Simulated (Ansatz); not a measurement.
Cd₅CuS₄I₄⁺. The state is a singlet with charge 1. Geometry PBE-D4/def2-SVP, that of the neutral doublet.

```tsv
atom	x (Å)	y (Å)	z (Å)
Cu1	0.569	2.075	0.376
Cd2	-2.396	0.607	0.478
Cd3	0.643	-0.687	-1.858
Cd4	3.119	0.419	-0.260
Cd5	-0.726	-2.507	0.332
Cd6	0.849	-0.199	2.038
S7	-0.676	1.389	-1.342
S8	2.402	1.772	1.689
S9	-1.429	-1.156	2.252
S10	1.860	-1.854	0.187
I11	-1.433	3.056	1.778
I12	-4.840	-0.253	-0.269
I13	3.196	0.293	-3.029
I14	-1.139	-2.955	-2.374
```

In the def2 sets Cd, I take a core potential; there is no spin–orbit coupling. Single mean-field runs in def2-TZVP are fitted with def2-universal-jkfit. A triplet lies near this restricted singlet, and broken spin symmetry wasn't tried. At PBE-D4/def2-TZVP an occupied level lies above an empty one. At PBE0-D4/def2-TZVP a triplet of charge 1 lies 0.36 eV below the restricted singlet at the same geometry.

Estimate the orbital energies around the gap (eV) in Ansatz with PBE-D4/def2-TZVP, PBE0-D4/def2-TZVP.


```
orbital  PBE-D4/def2-TZVP  PBE0-D4/def2-TZVP
 HOMO−5             -9.85             -10.92
 HOMO−4             -9.80             -10.91
 HOMO−3             -9.70             -10.79
 HOMO−2             -9.58             -10.57
 HOMO−1             -9.49             -10.33
   HOMO             -9.35             -10.22
   LUMO             -9.45              -9.46
 LUMO+1             -6.86              -6.11
 LUMO+2             -6.36              -5.58
 LUMO+3             -6.21              -5.39
 LUMO+4             -6.00              -5.18
 LUMO+5             -5.59              -4.77
```
